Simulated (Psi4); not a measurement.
C3H7 (SMILES [CH2-]CC), charge -1, singlet, at a GFN2-xTB geometry (a gas-phase anion, which may not be bound at this level); CCSD(T)/STO-3G in Psi4 1.11.

The Psi4 input:
```
memory 2 GB

molecule mol {
-1 1
C     0.001860    0.104490    0.566404
C    -0.001727    1.417715   -0.192030
C     0.000064   -1.228257   -0.251914
H    -0.880850    0.061189    1.229917
H     0.889157    0.062525    1.223858
H     0.002932   -2.122887    0.388569
H     0.885480    1.388919   -0.898346
H    -0.893705    1.387576   -0.892255
H    -0.884828   -1.271172   -0.890228
H     0.880630   -1.269840   -0.896272
}

set {
  basis sto-3g
  reference rhf
  scf_type pk
  mp2_type conv
}

energy('ccsd(t)')
print_variables()
```

It wrote (shortened):

```
   => Loading Basis Set <=

    Name: STO-3G
    Role: ORBITAL
    Keyword: BASIS

         ---------------------------------------------------------
                                   SCF
               by Justin Turney, Rob Parrish, Andy Simmonett
                          and Daniel G. A. Smith
                              RHF Reference
         ---------------------------------------------------------

  ==> Geometry <==

    Molecular point group: c1
    Full point group: C1

    Geometry (in Angstrom), charge = -1, multiplicity = 1:

       Center              X                  Y                   Z               Mass
    ------------   -----------------  -----------------  -----------------  -----------------
         C            0.001832808239     0.063846771468     0.549471766607    12.000000000000
         C           -0.001754191761     1.377071771468    -0.208962233393    12.000000000000
         C            0.000036808239    -1.268900228532    -0.268846233393    12.000000000000
         H           -0.880877191761     0.020545771468     1.212984766607     1.007825032230
         H            0.889129808239     0.021881771468     1.206925766607     1.007825032230
         H            0.002904808239    -2.163530228532     0.371636766607     1.007825032230
         H            0.885452808239     1.348275771468    -0.915278233393     1.007825032230
         H           -0.893732191761     1.346932771468    -0.909187233393     1.007825032230
         H           -0.884855191761    -1.311815228532    -0.907160233393     1.007825032230
         H            0.880602808239    -1.310483228532    -0.913204233393     1.007825032230

  Running in c1 symmetry.

  Rotational constants: A =      1.04091  B =      0.28710  C =      0.25768 [cm^-1]
  Rotational constants: A =  31205.78011  B =   8607.18284  C =   7724.91531 [MHz]
  Nuclear repulsion =   74.930542083143479

  Charge       = -1
  Multiplicity = 1
  Electrons    = 26
  Nalpha       = 13
  Nbeta        = 13

  ==> Algorithm <==

  SCF Algorithm Type is PK.
  DIIS enabled.
  MOM disabled.
  Fractional occupation disabled.
  Guess Type is SAD.
  Energy threshold   = 1.00e-08
  Density threshold  = 1.00e-08
  Integral threshold = 1.00e-12

  ==> Primary Basis <==

  Basis Set: STO-3G
    Blend: STO-3G
    Number of shells: 16
    Number of basis functions: 22
    Number of Cartesian functions: 22
    Spherical Harmonics?: true
    Max angular momentum: 1

  ==> Integral Setup <==

  Using in-core PK algorithm.
   Calculation information:
      Number of atoms:                  10
      Number of AO shells:              16
      Number of primitives:             48
      Number of atomic orbitals:        22
      Number of basis functions:        22

      Integral cutoff                 1.00e-12
      Number of threads:                 1

  Performing in-core PK
  Using 64262 doubles for integral storage.
  We computed 9176 shell quartets total.
  Whereas there are 9316 unique shell quartets.

  ==> DiskJK: Disk-Based J/K Matrices <==

    J tasked:                  Yes
    K tasked:                  Yes
    wK tasked:                  No
    Schwarz Cutoff:          1E-12

  Minimum eigenvalue in the overlap matrix is 2.1242948765E-01.
  Reciprocal condition number of the overlap matrix is 8.5667336214E-02.
    Using symmetric orthogonalization.

  ==> Pre-Iterations <==

  SCF Guess: Superposition of Atomic Densities via on-the-fly atomic UHF (no occupation information).

   -------------------------
    Irrep   Nso     Nmo
   -------------------------
     A         22      22
   -------------------------
    Total      22      22
   -------------------------

  ==> Iterations <==

                        Total Energy        Delta E     RMS |[F,P]|

   @RHF iter SAD:  -113.15384417379190   -1.13154e+02   0.00000e+00
   @RHF iter   1:  -115.94756238105469   -2.79372e+00   1.28695e-02 ADIIS/DIIS
   @RHF iter   2:  -116.00676851915827   -5.92061e-02   2.46174e-03 ADIIS/DIIS
   @RHF iter   3:  -116.00904420972256   -2.27569e-03   6.47558e-04 ADIIS/DIIS
   @RHF iter   4:  -116.00928093427328   -2.36725e-04   1.41300e-04 ADIIS/DIIS
   @RHF iter   5:  -116.00929257143558   -1.16372e-05   2.96733e-05 DIIS
   @RHF iter   6:  -116.00929317654280   -6.05107e-07   3.60337e-06 DIIS
   @RHF iter   7:  -116.00929318620356   -9.66077e-09   1.00060e-06 DIIS
   @RHF iter   8:  -116.00929318698068   -7.77121e-10   2.36146e-07 DIIS
   @RHF iter   9:  -116.00929318702029   -3.96057e-11   2.56294e-08 DIIS
   @RHF iter  10:  -116.00929318702083   -5.40012e-13   3.43099e-09 DIIS
  Energy and wave function converged.

  ==> Post-Iterations <==

    Orbital Energies [Eh]
    ---------------------

    Doubly Occupied:

[...]
      13A      0.143493

    Virtual:

[...]
    Final Occupation by Irrep:
              A
    DOCC [    13 ]
    NA   [    13 ]
    NB   [    13 ]

  @RHF Final Energy:  -116.00929318702083

   => Energetics <=

    Nuclear Repulsion Energy =             74.9305420831434787
    One-Electron Energy =                -311.7797300586867095
    Two-Electron Energy =                 120.8398947885224004
    Total Energy =                       -116.0092931870208304

Computation Completed

Properties will be evaluated at   0.000000,   0.000000,   0.000000 [a0]

Properties computed using the SCF density matrix

 Multipole Moments:

 ------------------------------------------------------------------------------------
     Multipole            Electronic (a.u.)      Nuclear  (a.u.)        Total (a.u.)
 ------------------------------------------------------------------------------------

 L = 1.  Multiply by 2.5417464519 to convert [e a0] to [Debye]
 Dipole X            :          0.0034210           -0.0012884            0.0021326
 Dipole Y            :         -0.2415588           -1.9201180           -2.1616768
 Dipole Z            :          0.9465289           -0.7999264            0.1466025
[...]
	Total:                                     0.014 (MW) /      0.110 (MB)

	Nuclear Rep. energy          =     74.93054208314348
	SCF energy                   =   -116.00929318702083
	One-electron energy          =   -311.77972993812767
	Two-electron energy          =    120.83989466796339
	Reference energy             =   -116.00929318702080

            **************************
            *                        *
            *        CCENERGY        *
            *                        *
            **************************

    Nuclear Rep. energy (wfn)     =   74.930542083143479
    SCF energy          (wfn)     = -116.009293187020830
    Reference energy    (file100) = -116.009293187020802

    Input parameters:
    -----------------
    Wave function   =     CCSD_T
    Reference wfn   =     RHF
    Brueckner       =     No
    Maxiter         =     50
    R_Convergence   =     1.0e-07
    E_Convergence   =     1.0e-06
    Restart         =     Yes
    DIIS            =     Yes
    AO Basis        =     NONE
    ABCD            =     NEW
    Cache Level     =     2
    Cache Type      =     LOW
    Print Level     =     1
    Num. of threads =     1
    # Amps to Print =     10
    Print MP2 Amps? =     No
    Analyze T2 Amps =     No
    Print Pair Ener =     No
    Local CC        =     No
    SCS-MP2         =     False
    SCSN-MP2        =     False
    SCS-CCSD        =     False

MP2 correlation energy -0.1471869730211493
                Solving CC Amplitude Equations
                ------------------------------
  Iter             Energy              RMS        T1Diag      D1Diag    New D1Diag    D2Diag
  ----     ---------------------    ---------   ----------  ----------  ----------   --------
     0        -0.147186973021149    0.000e+00    0.000000    0.000000    0.000000    0.087338
     1        -0.181051127725891    6.657e-02    0.003256    0.014879    0.014879    0.106843
     2        -0.196911501250698    2.411e-02    0.004776    0.021439    0.021439    0.117695
     3        -0.197825483416136    4.727e-03    0.005280    0.024135    0.024135    0.118737
     4        -0.198044057186814    1.883e-03    0.005529    0.025450    0.025450    0.119363
     5        -0.198052162962619    5.304e-04    0.005603    0.025845    0.025845    0.119487
     6        -0.198046883509104    1.864e-04    0.005629    0.025985    0.025985    0.119502
     7        -0.198043811807391    6.301e-05    0.005642    0.026052    0.026052    0.119503
     8        -0.198043432439480    1.971e-05    0.005645    0.026072    0.026072    0.119503
     9        -0.198043365334854    4.700e-06    0.005646    0.026075    0.026075    0.119502
    10        -0.198043291733832    1.623e-06    0.005646    0.026076    0.026076    0.119502
    11        -0.198043303510571    4.999e-07    0.005646    0.026076    0.026076    0.119502
    12        -0.198043311006995    1.671e-07    0.005646    0.026076    0.026076    0.119502
    13        -0.198043319959448    4.650e-08    0.005646    0.026076    0.026076    0.119502

    Iterations converged.

    Largest TIA Amplitudes:
             12   1         0.0175402665
             12   3         0.0104297206
             12   2         0.0103426849
             12   6         0.0091851625
             10   8        -0.0064433389
             11   7        -0.0044858366
              9   1         0.0043626896
              9   3         0.0043470960
              5   6         0.0042788415
              9   2         0.0038804499

    Largest TIjAb Amplitudes:
     10  10   8   8        -0.0489652790
     11  11   7   7        -0.0469707193
      7   7   1   1        -0.0428334213
      9   9   2   2        -0.0404618941
      6   6   0   0        -0.0367870701
     11  11   6   6        -0.0358548373
      8   8   0   0        -0.0338639671
      6   8   0   4         0.0296737552
      8   6   4   0         0.0296737552
      8   8   4   4        -0.0289846023

    SCF energy       (wfn)                    = -116.009293187020830
    Reference energy (file100)                = -116.009293187020802

    Opposite-spin MP2 correlation energy      =   -0.132987909981599
    Same-spin MP2 correlation energy          =   -0.014199063039550
    Singles MP2 correlation energy            =   -0.000000000000000
    MP2 correlation energy                    =   -0.147186973021149
      * MP2 total energy                      = -116.156480160041951

    Opposite-spin CCSD correlation energy     =   -0.185847730199063
    Same-spin CCSD correlation energy         =   -0.012195589760386
    Singles CCSD correlation energy           =    0.000000000000000
    CCSD correlation energy                   =   -0.198043319959448
      * CCSD total energy                     = -116.207336506980255

            **************************
            *                        *
            *        CCTRIPLES       *
            *                        *
            **************************

    Wave function   =    CCSD_T
    Reference wfn   =      RHF

    Nuclear Rep. energy (wfn)                =   74.930542083143479
    SCF energy          (wfn)                = -116.009293187020830
    Reference energy    (file100)            = -116.009293187020802
    CCSD energy         (file100)            =   -0.198043319959448
    Total CCSD energy   (file100)            = -116.207336506980255

    Number of ijk index combinations:              455
    Approx. words needed per explicit thread:            2916
    Number of threads for explicit ijk threading:    1

    MKL num_threads set to 1 for explicit threading.

    (T) energy                                =   -0.001386684570914
      * CCSD(T) total energy                  = -116.208723191551158

  Variable Map:
  ----------------------------------------------------------------------------
[...]
  Array Variable Map:
  ----------------------------------------------------------------------------
[...]
[...]
```
